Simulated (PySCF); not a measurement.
## What an electron can do to AsH

CCSD(T) in PySCF with def2-TZVPPD on every atom, for the lowest determinant that a PBE0 search found; no spin–orbit coupling.

| species | state (unpaired electrons) | Re (Å) | ωe (cm⁻¹) | energy of the minimum from the neutral (eV) | De (eV) | dissociates to |
| --- | --- | --- | --- | --- | --- | --- |
| AsH | triplet (π ↑↑) | 1.527 | 2157 | 0.00 | 2.83 | As + H |
| AsH⁺ | doublet (π ↑) | 1.527 | 2198 | 9.69 | 3.12 | As⁺ + H |

**Question.** Work out the lowest energy to break AsH into atoms, from its vibrational ground state.

**Answer.** D0 = De − ωe/2 = 2.83 − 0.13 = 2.70 eV (CCSD(T)/def2-TZVPPD).

**Question.** Work out the ionisation energy of the As atom at this level and the threshold of dissociative ionisation.

**Answer.** IE(As) = 9.69 + 3.12 − 2.83 = 9.98 eV, so As⁺ + H + e⁻ appears at D0 + IE(As) = 12.68 eV (CCSD(T)/def2-TZVPPD). The measured IE(As) is 9.789 eV (NIST ASD).

These are thermodynamic thresholds; the onsets seen under electron impact lie higher where the geometry changes, and cross-sections peak well above them.

Correlated steps freeze 9 core orbitals. Spin–orbit coupling is left out. For an ion De counts to the pair picked by the measured ionisation energies or electron affinities, which need not be the lowest pair at this level. States were picked by a PBE0 search and need not be the measured ground states.
